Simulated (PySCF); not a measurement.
PySCF 2.14 output of an unrestricted PW91 calculation on a single atom or ion in ANO-RCC-VTZP (8s7p5d3f2g1h, 104 functions), with scalar relativity by spin-free X2C-1e:

```
SCF conv_tol = 1e-09
number electrons alpha = 35  beta = 32
    J. P. Perdew. In P. Ziesche and H. Eschrig, editors, Proceedings of the 75. WE-Heraeus-Seminar and 21st Annual International Symposium on Electronic Structure of Solids, 11. Berlin, 1991. Akademie Verlag.
    J. P. Perdew, J. A. Chevary, S. H. Vosko, K. A. Jackson, M. R. Pederson, D. J. Singh, and C. Fiolhais.,  Phys. Rev. B 46, 6671 (1992)
    J. P. Perdew, J. A. Chevary, S. H. Vosko, K. A. Jackson, M. R. Pederson, D. J. Singh, and C. Fiolhais.,  Phys. Rev. B 48, 4978 (1993)
    J. P. Perdew. In P. Ziesche and H. Eschrig, editors, Proceedings of the 75. WE-Heraeus-Seminar and 21st Annual International Symposium on Electronic Structure of Solids, 11. Berlin, 1991. Akademie Verlag.
    J. P. Perdew, J. A. Chevary, S. H. Vosko, K. A. Jackson, M. R. Pederson, D. J. Singh, and C. Fiolhais.,  Phys. Rev. B 46, 6671 (1992)
    J. P. Perdew, J. A. Chevary, S. H. Vosko, K. A. Jackson, M. R. Pederson, D. J. Singh, and C. Fiolhais.,  Phys. Rev. B 48, 4978 (1993)
cycle= 1 E= -13567.1854348  delta_E= -0.00974  |g|= 0.653  |ddm|=  0.3
cycle= 2 E= -13567.0541986291  delta_E= 0.131  |g|= 1.42  |ddm|= 0.329
cycle= 3 E= -13567.2229269698  delta_E= -0.169  |g|= 0.0304  |ddm|= 0.214
cycle= 4 E= -13567.2230445637  delta_E= -0.000118  |g|= 0.00452  |ddm|= 0.00856
cycle= 5 E= -13567.2230469281  delta_E= -2.36e-06  |g|= 0.000296  |ddm|= 0.00112
cycle= 6 E= -13567.2230469406  delta_E= -1.26e-08  |g|= 1.59e-05  |ddm|= 8.62e-05
cycle= 7 E= -13567.2230469407  delta_E= -3.46e-11  |g|= 6.21e-07  |ddm|= 2.89e-06
converged SCF energy = -13567.2230469407  <S^2> = 3.7505795  2S+1 = 4.0002897
```

The run itself started from symmetry-adapted Hartree-Fock orbitals and held the occupation by maximum overlap, on a logarithmic radial grid, so the iterations belong to that start.

Q: Which element, charge and spin multiplicity is this?

A: Tm²⁺ (thulium, charge +2), multiplicity 4; the state was [Xe] 4f12 6p1, one real determinant (an excited configuration).

⟨L²⟩ = 26.01 against 42 for a pure I term, so this real determinant mixes terms. Spin-orbit coupling, absent here, splits the open shell strongly.
